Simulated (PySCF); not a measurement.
Computed with PySCF with B3LYP-D3(BJ)/def2-TZVP // PBE0-D4/def2-SVP. Isolated molecules, 0 K electronic values unless said otherwise. One relaxed conformer stands for a flexible species; it need not be the lowest. B3LYP has the VWN-RPA correlation part, as in Gaussian. Delta-SCF ions had no search for a lower state. Excitations are Tamm–Dancoff values on a coarser integration grid. The basis has no diffuse functions, so Rydberg states are missing or too high.

Reference species (SMILES): `C[O][Sn]([SiH3])([O]C)[O]C` (neutral, multiplicity 1).

```yaml
vertical ionisation energy (Delta-SCF): 9.03 eV
S1 oscillator strength: 0.005
S1 excitation (TDA): 4.96 eV
```

Changed species: `C[O][Sn]([O]C)([O]C)[O]C` (0 of 4 OCH3 replaced by SiH3; the reference has 1 of 4 OCH3 replaced by SiH3).

**Question.** What does the change do to the vertical ionisation energy (Delta-SCF), S1 oscillator strength and S1 excitation (TDA)?

**Answer.** the vertical ionisation energy (Delta-SCF) rises by 0.44 eV, to 9.47 eV; the S1 oscillator strength hardly moves; the S1 excitation (TDA) falls by 0.39 eV, to 4.57 eV.
